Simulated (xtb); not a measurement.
FH₅O₃Si₂, SMILES O[Si](O)(O)[SiH2]F. All values are semi-empirical tight-binding results from xtb (GFN2-xTB unless named), good for trends rather than for accurate numbers. Geometry optimised at GFN2-xTB. The structure was generated by enumeration, and PubChem lists no compound with its InChIKey, so it may never have been made. The values are those of a single conformer.

Computed properties:
The orbital gap is 4.95 eV. The dipole moment is 2.25 D and the zero-point energy is 38.0 kcal/mol. The G − E(el) at 298.15 K (modified RRHO) is 16.4 kcal/mol, the static polarisability (D4 model) is 76.8 bohr³ and the solvation energy, GFN2-xTB/ALPB(water) comes out as -11.2 kcal/mol. The solvation energy, GFN2-xTB/ALPB(methanol) comes out as -9.1 kcal/mol.
